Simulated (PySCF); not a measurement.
Os⁷¹⁺: ionisation energy

Os⁷¹⁺ [He] 2s2 2p1 (2P) → Os⁷²⁺ [He] 2s2 (1S), as a difference of total energies. Calculation: PySCF 2.14, in an even-tempered Gaussian basis (18 s from 50 bohr⁻², ratio 2.2; 13 p from 65 bohr⁻², ratio 2.2; 5 d from 240 bohr⁻², ratio 2.4; 5 f from 360 bohr⁻², ratio 2.4; 4 g from 540 bohr⁻², ratio 2.4); scalar relativity by spin-free X2C-1e. Correlated levels: nothing frozen; virtual orbitals above 40 to 60 times the deepest correlated orbital energy dropped. The calculations carry no spin-orbit coupling.

| method | ionisation energy (eV) |
| --- | --- |
| UHF | 18890.7 |
| LDA | 18879.3 |
| PBE | 18892.6 |
| PBE0 | 18892.4 |
| r2SCAN | 18896.5 |
| MN15 | 18884.9 |
| r2SCAN0 | 18895.3 |
| MP2 (all electrons) | 18890.6 |
| SCS-MP2 (all electrons) | 18890.4 |

A first-order spin-orbit estimate (lowest level to lowest level, LS coupling) adds 1018.3 eV.

For this ion Breit and QED terms and the two-electron picture change, all absent here, outweigh the differences among the correlated methods.

First order in ζ underestimates the shift of j = l − 1/2 levels at high Z.

For comparison: 20030 ± 60 eV (theoretical estimate listed by NIST; NIST Atomic Spectra Database, ionization energies).
